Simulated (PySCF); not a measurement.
`[SiH3][Si]([SiH3])([SiH3])[SiH3]`: 4 charge schemes on one density

Si5H12.
Z-matrix (Å and degrees, PBE0-D3(BJ)/def2-SVP geometry), rows numbered from 1:
```
Si
Si  1  2.3428
Si  2  2.3421  1  109.58
Si  2  2.3422  1  109.56  3   120.85
Si  2  2.3432  1  109.31  3  -119.95
H   1  1.4957  2  110.17  3   -60.67
H   1  1.4958  2  110.04  3   179.38
H   1  1.4957  2  110.04  3    59.34
H   3  1.4956  2  110.14  1  -178.55
H   3  1.4957  2  110.17  1    61.35
H   3  1.4958  2  109.88  1   -58.64
H   4  1.4957  2  110.30  1   -60.35
H   4  1.4959  2  109.92  1    59.69
H   4  1.4957  2  110.11  1   179.54
H   5  1.4958  2  110.00  1   -60.79
H   5  1.4956  2  110.31  1    59.31
H   5  1.4958  2  109.97  1   179.35
```

Density: PBE0/pcSseg-1 (PySCF); schemes: Mulliken, IAO, Hirshfeld and ESP-fitted. Geometry: PBE0-D3(BJ)/def2-SVP; no solvent, vibrations or thermal averaging.

Q: Give the atomic charges in each scheme.

A: In e; atoms taken as equivalent share a row and are averaged (×n: the atom named and its like, n in all):

| atom | environment | Mulliken | IAO | Hirshfeld | ESP-fitted |
| --- | --- | --- | --- | --- | --- |
| Si1/Si3/Si4/Si5 | SiH3 silicon | +0.303 | +0.303 | +0.208 | +0.202 |
| Si2 | four-coordinate silicon | -0.630 | -0.140 | +0.019 | -0.058 |
| H6 (×12) | Si–H hydrogen | -0.049 | -0.089 | -0.071 | -0.063 |

Mean size of the charges over all atoms: Mulliken 0.143 e, IAO 0.142 e, Hirshfeld 0.100 e, ESP-fitted 0.095 e. Each set sums to the total charge, 0, to within 0.001 e. The ESP scheme is a least-squares fit of atom-centred charges to the potential on four shells outside the van der Waals surface, with the total charge fixed.

Some averages cover members that differ in this geometry: Si1/Si3/Si4/Si5, ESP-fitted +0.186 to +0.214 e.

Lowest charge. The schemes don't all agree: Mulliken Si2 (-0.630); IAO Si2 (-0.140); Hirshfeld H6 (×12) (-0.071); ESP-fitted H6 (×12) (-0.063).

Highest charge. All schemes agree: Mulliken Si1/Si3/Si4/Si5 (+0.303); IAO Si1/Si3/Si4/Si5 (+0.303); Hirshfeld Si1/Si3/Si4/Si5 (+0.208); ESP-fitted Si1/Si3/Si4/Si5 (+0.202).

Q: Sum the charges by element.

A: 
```
element  atoms  Mulliken     IAO  Hirshfeld  ESP-fitted
     Si      5    +0.583  +1.070     +0.850      +0.752
      H     12    -0.583  -1.070     -0.850      -0.752
```

Q: How many electrons does the Mulliken scheme count on Si4?

A: Its own charge is +0.303 e, so Z − q = 13.697.
